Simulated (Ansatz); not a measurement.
Caution: the restricted solution is unstable towards spin-unrestricted or complex orbitals, so a lower solution exists and this singlet may not be the ground state.

A geometry relaxed with PBE0-D3(BJ)/def2-SVP (Ansatz, a first-principles code), charge 0, multiplicity 1:

```xyz
8

H     -0.9530     1.8926    -0.0110
C      0.9677     0.3524     0.0021
C     -0.5015     0.8995    -0.0054
H     -1.9588    -0.8083    -0.0039
C      0.5015    -0.8995     0.0054
H      1.9588     0.8083     0.0039
C     -0.9677    -0.3524    -0.0021
H      0.9530    -1.8926     0.0110
```

Task: Write the SMILES of this molecule.

Result: `C1=CC=C1`
